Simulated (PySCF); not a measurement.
Polarisability and C₆ of Hf (hafnium, neutral)

[Xe] 4f14 5d2 6s2, high-spin 3F determinant. Computed with PySCF 2.14 in aug-cc-pwCVTZ-PP with ECP60MDF (8s8p7d4f3g, 122 functions), with a scalar-relativistic core potential. Coupled (time-dependent) response in atomic units; α is the mean over directions.

```json
{"method": "HSE06", "mean α (bohr³)": "101.3", "C₆ (like pair)": "1356", "S(−4)": "4514"}
```

S(−4) is the Cauchy moment in α(ω) = α(0) + S(−4) ω² + …

Reference α: 103 ± 6 bohr³ (recommended; Schwerdtfeger and Nagle, table of static dipole polarizabilities (2023 update)). Published C₆: 1040 (Gould and Bucko (2016)).

Spin-orbit coupling is absent.

α(iu) at HSE06:

```
u (hartree)  α(iu) (bohr³)
          0          101.3
     0.0500          91.64
      0.100          73.05
      0.200          43.40
      0.300          27.81
      0.500          14.63
      0.750          8.579
       1.00          5.843
       1.50          3.338
       2.00          2.185
       3.00          1.141
       5.00         0.4636
```

Energies and moments cover only the electrons outside the core potential. Spin-orbit coupling, absent here, splits the open shell strongly.
